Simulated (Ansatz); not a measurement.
The cluster Cd₃F₄⁺, relaxed as a doublet with UKS r2SCAN-D4/def2-SVP in Ansatz, starting from the GFN1-xTB geometry. Force threshold 0.02 eV/Å.

In the def2 sets Cd takes a core potential; there is no spin–orbit coupling. Another isomer (doublet) lies 0.10 eV lower at PBE0-D4/def2-TZVP; other spin states weren't run for this one.

Start:

Cartesian coordinates in Å:
```
Cd 0.761 -2.324 -0.874
Cd 1.904 -0.191 0.161
Cd -0.871 0.668 0.177
F -2.121 1.981 0.533
F 0.908 1.037 -0.959
F 0.581 -0.022 1.570
F -1.163 -1.149 -0.609
```

**Question.** Estimate the energy that the relaxation releases and the steps that it takes.

**Answer.** 71.5 kcal/mol, in 22 steps; 2.8 min on 4 threads of Arm Neoverse V1 on a shared host. No frequencies were taken in this run, so the end may be a saddle point.

**Question.** Does the start keep its bonding and symmetry?

**Answer.** Bonds formed: Cd1–F5, Cd1–F6, Cd2–F4 (atoms count from 1). Metal–metal contacts that move far: Cd1–Cd2 2.63 to 3.52 Å. Point group Cs at the start, C2v at the end, both within 0.05 Å.

**Question.** Predict the relaxed structure.

**Answer.** 
```xyz
7

Cd    0.6772   -1.8528   -0.6759
Cd    1.4834    1.2799    0.7133
Cd   -1.3571    0.3595   -0.0233
F    -0.5540    2.0588    0.7759
F     0.7612    0.3188   -1.1602
F     0.4646   -0.6435    1.1818
F    -1.4753   -1.5207   -0.8116
```
Bond lengths (bridged metal pairs left out): 10 × Cd–F 2.04 to 2.40 Å.
